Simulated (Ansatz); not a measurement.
Input file:

```yaml
crystal:
  periodic: [false, false, false]
  atoms:
    - { symbol: Ge, position_ang: [0.0, 0.0, 0.0] }
    - { symbol: H, position_ang: [0.0, 0.0, 1.9] }
    - { symbol: H, position_ang: [1.4616, 0.0, -0.5162] }
    - { symbol: H, position_ang: [-0.73, 1.2648, -0.5162] }
    - { symbol: H, position_ang: [-0.73, -1.2648, -0.5162] }
    - { symbol: "N", position_ang: [-2.0973, 0.0, 0.6969] }
    - { symbol: H, position_ang: [-2.8173, -0.6071, 0.2106] }
    - { symbol: H, position_ang: [-2.3831, 0.6071, 1.5174] }
    - { symbol: H, position_ang: [-1.0245, 0.0, 1.831] }
basis:
  gaussian: { orbitals: def2-mTZVP }
hamiltonian:
  xc: pbe0
  dispersion: d4
relax:
  f_tol: 0.15
  max_steps: 25
  restrain:
    - { distance: [0, 5], at: 1.91, k: 30.0 }
    - { distance: [8, 1], at: 0.66, k: 30.0 }
    - { distance: [0, 1], at: 2.75, k: 30.0 }
    - { distance: [8, 5], at: 2.26, k: 30.0 }
```

Launched with:

```bash
$ ansatz run input.yaml --threads 1 --pin off --max-ram 2048MiB --backend cpu --events-out ev --progress --plain --runs-dir out
```

Hardware: 1 thread of Arm Neoverse V1, with other jobs on the host.

Problem. Roughly how long does this run take, and how much memory?

Solution. 33 s, with a peak of 0.14 GiB, for 11 ionic steps.
